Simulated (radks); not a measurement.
Mn16+, 9 electrons, occupied as [He] 2s2 2p4 6d1 (not the ground configuration). All-electron calculation, scalar-relativistic Kohn-Sham, BLYP, spin-polarised, spherical densities, point nucleus; open shells are filled with parallel spins first. Program: a radial shooting solver on a logarithmic mesh with Libxc functionals.

Normalised radial functions P(r) = r R(r), r in bohr:

r	2s up
0.00669	0.4563
0.009901	0.6161
0.01477	0.7993
0.02204	0.9621
0.03287	1.0168
0.04904	0.8231
0.07316	0.2365
0.1091	-0.7347
0.1615	-1.7011
0.241	-2.0364
0.3595	-1.4204
0.5363	-0.5137
0.8	-0.0749
1.193	-0.0029
1.78	0.0000
2.635	0.0000
3.931	0.0000
5.864	0.0000
8.748	0.0000

2s up: eigenvalue -1371.1 eV, 1 radial node at r = 0.0817 bohr, <r> = 0.266 bohr, 90 % of the charge inside 0.410 bohr.
